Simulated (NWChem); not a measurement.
System: CH6OSi2; SMILES O=C[SiH2][SiH3]

Output (shortened):

```
             Northwest Computational Chemistry Package (NWChem) 7.3.0
             --------------------------------------------------------

                             Geometry "geometry" -> ""
                             -------------------------

 Output coordinates in angstroms (scale by  1.889725989 to convert to a.u.)

  No.       Tag          Charge          X              Y              Z
 ---- ---------------- ---------- -------------- -------------- --------------
    1 O                    8.0000     0.78493100    -2.31996700    -0.31596000
    2 C                    6.0000     0.12866300    -1.66689400     0.47181100
    3 Si                  14.0000    -0.89187100    -0.11386000    -0.08036200
    4 Si                  14.0000     0.47735800     1.80007000    -0.00309300
    5 H                    1.0000     0.12525000    -1.94861300     1.55438500
    6 H                    1.0000    -2.04683900     0.05445100     0.84917000
    7 H                    1.0000    -1.39356400    -0.35817500    -1.45767000
    8 H                    1.0000    -0.30932700     3.00777600    -0.37662700
    9 H                    1.0000     1.62218000     1.65885500    -0.94166900
   10 H                    1.0000     1.01018300     1.98952600     1.37443100

 Effective nuclear repulsion energy (a.u.)     194.2418057300

                                 NWChem DFT Module
                                 -----------------

 Summary of "ao basis" -> "ao basis" (spherical)
 ------------------------------------------------------------------------------
       Tag                 Description            Shells   Functions and Types
 ---------------- ------------------------------  ------  ---------------------
 O                           6-31g*                  6       14   3s2p1d
 C                           6-31g*                  6       14   3s2p1d
 Si                          6-31g*                  8       18   4s3p1d
 H                           6-31g*                  2        2   2s

 in cosmo_initialize ...
 calling solv_data for solv:h2o

 solvent parameters
 solvname_short: h2o
 solvname_long:  water
 dielec:       78.4000
 dielecinf:     1.7769
 aqueous SMD model solvent descriptors
 dielec:       78.4000
 sola:          0.8200

          ---------------
          -cosmo- solvent
          ---------------
 Cosmo: York-Karplus, doi: 10.1021/jp992097l
 dielectric constant -eps-     =  78.40
 screen = (eps-1)/(eps    )    =   0.98724
 surface charge correction     = lagrangian

   van der Waals surface
 --------------------------

 ---------- ATOMIC COORDINATES (A.U.) ------------ VDWR(ANG.) --
     1    1.48330451   -4.38410193   -0.59707782     1.520
     2    0.24313781   -3.14997291    0.89159351     1.850
     3   -1.68539181   -0.21516420   -0.15186216     2.470
     4    0.90207582    3.40163906   -0.00584492     2.470
     5    0.23668818   -3.68234463    2.93736173     1.200
     6   -3.86796485    0.10289747    1.60469862     1.200
     7   -2.63345411   -0.67685261   -2.75459688     1.200
     8   -0.58454327    5.68387248   -0.71172183     1.200
     9    3.06547570    3.13478140   -1.77949638     1.200
    10    1.90896907    3.75965899    2.59729798     1.200
 number of segments per atom =        128
 number of   points per atom =        128
 atom (   nspa,  nppa )
 ----------------------
    1 (     74,     0 )       0
    2 (     41,     0 )       0
    3 (     74,     0 )       0
    4 (     89,     0 )       0
    5 (     52,     0 )       0
    6 (     35,     0 )       0
    7 (     32,     0 )       0
    8 (     32,     0 )       0
    9 (     34,     0 )       0
   10 (     32,     0 )       0
 number of -cosmo- surface points =      495
 molecular surface =    137.716 angstrom**2
 molecular volume  =    127.233 angstrom**3
 -lineq- algorithm             =   0
 -bem- low  level              =   3
 -bem- from -octahedral-
 gaussian surface charge width =   4.50000
 degree of switching           =   1.00000
 switching function tolerance  =   0.00010
 atomic radii =
 --------------
    1  8.000  1.520
    2  6.000  1.850
    3 14.000  2.470
    4 14.000  2.470
    5  1.000  1.200
    6  1.000  1.200
    7  1.000  1.200
    8  1.000  1.200
    9  1.000  1.200
   10  1.000  1.200
 ...... end of -cosmo- initialization ......

 nat:                    10
 ixmem:                  5529
 calling mnsol_interface()
 G(SMD-CDS) energy (kcal/mol)  =     5.280
 SMD-CDS SASA (angstrom**2)    =   162.180

            General Information
            -------------------
          SCF calculation type: DFT
          Wavefunction type:  closed shell.
          No. of atoms     :    10
          No. of electrons :    48
           Alpha electrons :    24
            Beta electrons :    24
          Charge           :     0
          Spin multiplicity:     1
          Use of symmetry is: off; symmetry adaption is: off
          Maximum number of iterations: 150
          AO basis - number of functions:    76
                     number of shells:    40
          Convergence on energy requested:  1.00D-06
          Convergence on density requested:  1.00D-05
          Convergence on gradient requested:  5.00D-04

              XC Information
              --------------
                         B3LYP Method XC Potential
                     Hartree-Fock (Exact) Exchange  0.200
                        Slater Exchange Functional  0.800 local
                    Becke 1988 Exchange Functional  0.720 non-local
              Lee-Yang-Parr Correlation Functional  0.810
                  VWN I RPA Correlation Functional  0.190 local

             Grid Information
             ----------------
          Grid used for XC integration:  medium
          Radial quadrature: Mura-Knowles
          Angular quadrature: Lebedev.
          Tag              B.-S. Rad. Rad. Pts. Rad. Cut. Ang. Pts.
          ---              ---------- --------- --------- ---------
          O                   0.60       49          12.0       434
          C                   0.70       49          11.0       434
          Si                  1.10       88          10.0       590
          H                   0.35       45          12.0       434
          Grid pruning is: on
          Number of quadrature shells:   544
          Spatial weights used:  Erf1

      Superposition of Atomic Density Guess
      -------------------------------------

 Sum of atomic energies:        -693.03861666

      Non-variational initial energy
      ------------------------------

 Total energy =    -694.359551
 1-e energy   =   -1344.288666
 2-e energy   =     455.687310
 HOMO         =      -0.266126
 LUMO         =      -0.049295

   convergence    iter        energy       DeltaE   RMS-Dens  Diis-err
 ---------------- ----- ----------------- --------- --------- ---------
     COSMO gas phase
 d= 0,ls=0.0,diis     1   -695.7729003306 -8.90D+02  2.22D-02  8.37D-01
 d= 0,ls=0.0,diis     2   -695.4132570667  3.60D-01  1.53D-02  4.48D+00
 d= 0,ls=0.0,diis     3   -695.8835316280 -4.70D-01  1.88D-03  1.78D-02
 d= 0,ls=0.0,diis     4   -695.8849953462 -1.46D-03  8.44D-04  4.86D-03
 d= 0,ls=0.0,diis     5   -695.8856167908 -6.21D-04  1.84D-04  1.49D-04
  Resetting Diis
 d= 0,ls=0.0,diis     6   -695.8856396284 -2.28D-05  5.38D-05  1.41D-05
 d= 0,ls=0.0,diis     7   -695.8856419900 -2.36D-06  2.25D-05  9.42D-07
 d= 0,ls=0.0,diis     8   -695.8856417390  2.51D-07  1.29D-05  3.61D-06
 d= 0,ls=0.0,diis     9   -695.8856421039 -3.65D-07  2.86D-06  7.19D-08

   convergence    iter        energy       DeltaE   RMS-Dens  Diis-err
 ---------------- ----- ----------------- --------- --------- ---------
     COSMO solvation phase
 d= 0,ls=0.0,diis     1   -695.8829589418  2.68D-03  2.67D-03  4.72D-03
 d= 0,ls=0.0,diis     2   -695.8832783771 -3.19D-04  6.71D-04  1.33D-02
 d= 0,ls=0.0,diis     3   -695.8845521609 -1.27D-03  1.96D-04  6.41D-05
 d= 0,ls=0.0,diis     4   -695.8845614252 -9.26D-06  6.37D-05  2.08D-05
 d= 0,ls=0.0,diis     5   -695.8845642031 -2.78D-06  1.80D-05  2.61D-06
 d= 0,ls=0.0,diis     6   -695.8845645724 -3.69D-07  3.08D-06  4.67D-08

         Total DFT energy =     -695.884564572418
      One electron energy =    -1347.284767485300
           Coulomb energy =      515.278292756814
    Exchange-Corr. energy =      -58.101168032605
 Nuclear repulsion energy =      194.241805729955

             COSMO energy =       -0.018727541282

 Numeric. integr. density =       47.999980362665

                                COSMO-SMD solvation results
                                ---------------------------

             internal energy in gas <Psi(g)|H|Psi(g)> =      -695.885642103882
         internal energy in solvent <Psi(s)|H|Psi(s)> =      -695.883515156410
                               delta internal energy  =         0.002126947472 (    1.33 kcal/mol)
   total free energy in solvent <Psi(s)|H+V/2|Psi(s)> =      -695.892979219247
 polarization energy contribution <Psi(s)|V/2|Psi(s)> =        -0.009464062837 (   -5.94 kcal/mol)
    total free energy in solvent including G(SMD-CDS) =      -695.884564572418
                       G(SMD-CDS) energy contribution =         0.008414646828 (    5.28 kcal/mol)
     1 M fixed-concentration free energy of solvation =         0.001077531464 (    0.68 kcal/mol)

                       DFT Final Molecular Orbital Analysis
                       ------------------------------------

 Vector   22  Occ=2.000000D+00  E=-3.452662D-01
              MO Center= -1.3D-01,  8.7D-01, -4.1D-02, r^2= 4.8D+00
   Bfn.  Coefficient  Atom+Function         Bfn.  Coefficient  Atom+Function
  ----- ------------  ---------------      ----- ------------  ---------------
    55     -0.277920   4 Si pz               37      0.263907   3 Si pz
    76     -0.207900  10 H  s                74      0.206596   9 H  s
    70     -0.202112   7 H  s                68      0.197034   6 H  s
    75     -0.183342  10 H  s                73      0.181973   9 H  s
    69     -0.178583   7 H  s                67      0.171413   6 H  s

 Vector   23  Occ=2.000000D+00  E=-3.048468D-01
              MO Center= -2.1D-01,  6.1D-01, -4.8D-02, r^2= 3.7D+00
   Bfn.  Coefficient  Atom+Function         Bfn.  Coefficient  Atom+Function
  ----- ------------  ---------------      ----- ------------  ---------------
    35      0.320653   3 Si px               54     -0.306096   4 Si py
    36      0.244439   3 Si py               53     -0.239911   4 Si px
    68     -0.151300   6 H  s                 4     -0.139460   1 O  py
    34      0.140092   3 Si s                31     -0.127191   3 Si px
    70     -0.124277   7 H  s                50      0.120843   4 Si py

 Vector   24  Occ=2.000000D+00  E=-2.480465D-01
              MO Center=  2.8D-01, -1.6D+00,  8.7D-02, r^2= 2.8D+00
   Bfn.  Coefficient  Atom+Function         Bfn.  Coefficient  Atom+Function
  ----- ------------  ---------------      ----- ------------  ---------------
     5      0.366217   1 O  pz                4     -0.310150   1 O  py
    36     -0.280132   3 Si py                9      0.278238   1 O  pz
    66     -0.263253   5 H  s                 8     -0.243590   1 O  py
    65     -0.187424   5 H  s                 3      0.178245   1 O  px
    18      0.161598   2 C  py               20      0.158652   2 C  s

 Vector   25  Occ=0.000000D+00  E=-6.184674D-02
              MO Center=  1.6D-01, -1.4D+00,  1.7D-01, r^2= 3.2D+00
   Bfn.  Coefficient  Atom+Function         Bfn.  Coefficient  Atom+Function
  ----- ------------  ---------------      ----- ------------  ---------------
    21      0.365455   2 C  px               17      0.354793   2 C  px
     7     -0.325866   1 O  px                3     -0.317188   1 O  px
    56     -0.304850   4 Si s                57      0.275503   4 Si px
    22      0.264154   2 C  py               40      0.250728   3 Si py
    18      0.243612   2 C  py                8     -0.235560   1 O  py

 Vector   26  Occ=0.000000D+00  E= 7.963048D-03
              MO Center= -4.2D-01,  4.9D-01, -4.2D-02, r^2= 5.2D+00
   Bfn.  Coefficient  Atom+Function         Bfn.  Coefficient  Atom+Function
  ----- ------------  ---------------      ----- ------------  ---------------
    40      0.981000   3 Si py               58      0.677383   4 Si py
    20      0.666223   2 C  s                56     -0.612316   4 Si s
    72     -0.458676   8 H  s                38      0.394935   3 Si s
    76      0.278376  10 H  s                68     -0.276318   6 H  s
    74      0.275884   9 H  s                36      0.239054   3 Si py

 Vector   27  Occ=0.000000D+00  E= 2.217784D-02
              MO Center= -1.6D-01,  9.7D-01, -6.4D-02, r^2= 4.6D+00
   Bfn.  Coefficient  Atom+Function         Bfn.  Coefficient  Atom+Function
  ----- ------------  ---------------      ----- ------------  ---------------
    59      0.695280   4 Si pz               74      0.649262   9 H  s
    76     -0.615898  10 H  s                70      0.570330   7 H  s
    41      0.538719   3 Si pz               68     -0.522085   6 H  s
    57     -0.346230   4 Si px               39     -0.284213   3 Si px
    38     -0.258224   3 Si s                55      0.245726   4 Si pz

     Multipole analysis of the density
     ---------------------------------

     L   x y z        total         alpha         beta         nuclear
     -   - - -        -----         -----         ----         -------
     0   0 0 0     -0.000000    -24.000000    -24.000000     48.000000

     1   1 0 0     -0.586095     -0.535052     -0.535052      0.484010
     1   0 1 0      0.710127      0.875060      0.875060     -1.039992
     1   0 0 1      0.706551      0.223984      0.223984      0.258583

     2   2 0 0    -31.117749    -67.784620    -67.784620    104.451492
     2   1 1 0      2.417623     -1.488474     -1.488474      5.394571
     2   1 0 1      0.635865      0.624654      0.624654     -0.613444
     2   0 2 0    -34.591682   -240.414673   -240.414673    446.237665
     2   0 1 1     -2.813093      0.781547      0.781547     -4.376187
     2   0 0 2    -29.539531    -33.347298    -33.347298     37.155065
```

Level: B3LYP/6-31G* (spherical d), SMD on the gas-phase geometry. Coordinates come from a B3LYP/6-31G* (spherical d) optimisation. Solvent: water.

**Question.** Which NWChem input produces such a log?

**Answer.** This is not unique; one that fits is the input that was run:
```
start job
memory heap 200 mb stack 900 mb global 1100 mb
geometry units angstroms noautosym nocenter noautoz
  O      0.784931    -2.319967    -0.315960
  C      0.128663    -1.666894     0.471811
  Si    -0.891871    -0.113860    -0.080362
  Si     0.477358     1.800070    -0.003093
  H      0.125250    -1.948613     1.554385
  H     -2.046839     0.054451     0.849170
  H     -1.393564    -0.358175    -1.457670
  H     -0.309327     3.007776    -0.376627
  H      1.622180     1.658855    -0.941669
  H      1.010183     1.989526     1.374431
end
basis spherical
  * library 6-31g*
end
dft
  xc b3lyp
  iterations 150
end
cosmo
  do_cosmo_smd true
  solvent water
end
task dft energy
```
